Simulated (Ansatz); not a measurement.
`[AlH2][O]C[SiH2][SiH3]` + `O=C(O)O` → `O=C(O)O[SiH2][SiH3]` + `C[O][AlH2]`  (ligand exchange at the Si–C bond)

Calculated with Ansatz (gas phase, PBE0-D4/def2-TZVP geometries, no zero-point term in ΔE). CCSD(T)/CBS adds triple-zeta CCSD(T) − MP2 to the extrapolated MP2 energy (def2 sets, frozen cores). DFT in def2-TZVPP. B3LYP here is the variant with VWN-RPA as its local correlation; programs differ in this. One conformer a species, not always the lowest.

```csv
level,ΔE (kcal/mol),difference from CCSD(T)/CBS
PBE0-D4,-20.5,2.7
ωB97X-V,-23.0,0.2
ωB97M-V,-22.9,0.3
B2PLYP,-23.4,-0.2
PBE,-19.3,3.9
r2SCAN,-22.3,0.9
PBE0,-20.5,2.7
B3LYP,-22.7,0.5
HF/def2-TZVPP,-26.6,-3.4
MP2/def2-TZVPP,-23.5,-0.3
CCSD/def2-TZVPP,-23.4,-0.2
CCSD(T)/def2-TZVPP,-23.0,0.2
HF/def2-QZVPP,-26.9,-3.7
SCS-MP2/def2-QZVPP,-24.4,-1.2
HF/CBS(def2),-27.0,-3.8
MP2/CBS(def2),-23.7,-0.5
CCSD(T)/CBS,-23.2,0
```

Largest T1 diagnostic among the species: 0.015.

In def2-TZVPP, CCSD(T) changes the Hartree–Fock value by +3.6 kcal/mol (the triples alone add +0.4 kcal/mol) and MP2 by +3.1 kcal/mol. From PBE to PBE0 (25 % exact exchange), in def2-TZVPP and without D4, ΔE moves by −1.2 kcal/mol.
